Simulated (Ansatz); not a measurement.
Two members of one family (Series CoX2), computed with Ansatz in the gas phase. The two geometries come from different levels. HOMO and LUMO are taken over both spins. Binding counts from free atoms in the multiplicity of their measured ground term, without zero-point energy. The spins of the ions were chosen, not always searched. A dash marks a value that wasn't run or was left out as unsound. The structures are stationary points that may keep the symmetry of their start. Remarks come from the PBE and PBE0 runs and from stability tests at other levels; not every state was tested.

First: CoF2 (quartet, charge 0, r2SCAN-D4/def2-TZVP geometry; oxidised ion quintet).

```
atom   x (Å)   y (Å)   z (Å)
 Co1   0.000   0.000   0.000
  F2  -0.196   1.309   1.099
  F3   0.196  -1.309  -1.099
```

```
                 level  HOMO (eV)  LUMO (eV)  gap (eV)  vertical IE (eV)  binding per atom (eV)
       PBE-D4/def2-SVP      -5.23      -4.94      0.29                 –                   3.51
      PBE-D4/def2-TZVP      -6.07      -5.64      0.44             10.66                   3.40
      PBE0-D4/def2-SVP      -8.39      -3.52      4.87                 –                   3.18
     PBE0-D4/def2-TZVP      -8.94      -3.98      4.96             11.30                   3.21
CAM-B3LYP-D4/def2-TZVP     -10.62      -3.08      7.55                 –                   3.31
```

Metal–donor distances: 2 × F 1.72 Å. Remarks: spin-contaminated (⟨S²⟩ up to 1.75) (doublet).

Second: CoCl2 (quartet, charge 0, PBE0-D4/def2-TZVP geometry; oxidised ion quintet).

| atom | x (Å) | y (Å) | z (Å) |
| --- | --- | --- | --- |
| Co1 | 0.0000 | 0.0000 | 0.0000 |
| Cl2 | -0.5124 | -2.0187 | -0.1634 |
| Cl3 | 0.5124 | 2.0187 | 0.1634 |

Problem. Estimate the same table for the second.

Solution. 
```tsv
level	HOMO (eV)	LUMO (eV)	gap (eV)	vertical IE (eV)	binding per atom (eV)
PBE-D4/def2-SVP	-6.31	-5.60	0.71	–	2.90
PBE-D4/def2-TZVP	-6.59	-6.17	0.42	9.78	2.74
PBE0-D4/def2-SVP	-8.78	-3.68	5.11	–	2.68
PBE0-D4/def2-TZVP	-8.93	-3.96	4.96	10.46	2.66
CAM-B3LYP-D4/def2-TZVP	-10.52	-2.92	7.59	10.81	2.60
```

Metal–donor distances: 2 × Cl 2.09 Å. Remarks: spin-contaminated (⟨S²⟩ up to 1.76) (doublet).
